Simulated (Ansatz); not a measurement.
```yaml
crystal:
  periodic: [false, false, false]
  atoms:
    - {symbol: B, position_ang: [0.639727, 1.523411, -1.019660]}
    - {symbol: C, position_ang: [-0.556858, 0.456017, -0.454437]}
    - {symbol: F, position_ang: [-1.085447, 0.049104, -1.433428]}
    - {symbol: O, position_ang: [0.517849, -0.383034, 0.135734]}
    - {symbol: C, position_ang: [0.064686, -1.429475, 0.964615]}
    - {symbol: H, position_ang: [0.990234, 1.522692, -2.036853]}
    - {symbol: H, position_ang: [1.132733, 2.486308, -0.250344]}
    - {symbol: H, position_ang: [-0.904019, 0.818087, 0.326723]}
    - {symbol: H, position_ang: [-0.406616, -0.950746, 1.853568]}
    - {symbol: H, position_ang: [0.719771, -1.943044, 1.371004]}
    - {symbol: H, position_ang: [-0.673607, -2.096328, 0.454377]}
basis:
  gaussian: {orbitals: aug-cc-pVTZ, point_charges: [{charge: 0.50, position_ang: [3.750, 0.656, 0.678]}]}
magnetization: {spin_polarized: true, initial_magnetization: 2}
hamiltonian: {xc: {name: r2SCAN50}, dispersion: d3bj, pseudopotentials: {relativity: scalar}}
scf: {lower_state_search: off}
relax: {f_tol: 0.0001, max_steps: 2}
output: {forces: true}
```

```sh
$ ansatz run in.yaml --threads 4 --pin off --events-out ev --progress --plain --max-ram 10444MiB
```

It prints (some lines left out):

```
Warning: the engine holds no damping parameters fitted to this dispersion correction and functional, so the run takes those fitted to r2scan50 beside the three-body term, which d3bj leaves out (hamiltonian.dispersion, under Limitations)
Functional definition: r2SCAN50
1545 factors; their error is unknown
mean field evaluation 1: about -7600.4494 eV, gradient 3.2e1 eV
mean field evaluation 2: about -7600.7543 eV, gradient 3.4e1 eV
mean field evaluation 4: about -7605.2582 eV, gradient 1.7e0 eV
mean field evaluation 8: about -7605.2991 eV, gradient 2.0e-1 eV
mean field evaluation 16: about -7605.3010 eV, gradient 7.0e-3 eV
mean field evaluation 32: about -7605.3010 eV, gradient 1.1e-6 eV
mean field -7605.30103102 eV, -279.4896578318 hartree, gradient 1.1e-6 eV, S^2 2.009733; 0 other end points of the search recorded, 0 dependent functions left out
reference -7605.30105452 eV, -279.4896586954 hartree; 21, 19 occupied and 347, 349 virtual orbitals, 1545 factors
relax step   1: F+E_penalty+E_count = -7605.35880440 eV  Δ(F+E_penalty+E_count) = +0.000e0 eV  max|allowed force component| = 1.019e1 eV/Å  Δτ_max = 0.0000 Å  (26 SCF iters, accepted)
1545 factors; their error is unknown
mean field -7608.15043407 eV, -279.5943714626 hartree, gradient 2.1e-6 eV, S^2 2.009713; 0 other end points of the search recorded, 0 dependent functions left out
reference -7608.15045617 eV, -279.5943722745 hartree; 21, 19 occupied and 347, 349 virtual orbitals, 1545 factors
relax step   2: F+E_penalty+E_count = -7608.20743704 eV  Δ(F+E_penalty+E_count) = -2.849e0 eV  max|allowed force component| = 4.843e0 eV/Å  Δτ_max = 0.1984 Å  (31 SCF iters, accepted)
Error: geometry relaxation did not converge after 2 steps: max|allowed force component| = 4.84e0 eV/Å (threshold 1.0e-4). Raise `relax.max_steps` over both its present limit and 2, loosen `relax.f_tol`, or start from a geometry closer to equilibrium. Where this run's directory can be resumed (`checkpoint.write`), a resume goes on for up to `relax.max_steps` more
```

(1) What is wrong with this run?

## Answers

(1) The relaxation is allowed too few steps for its threshold. No converged result was reached.
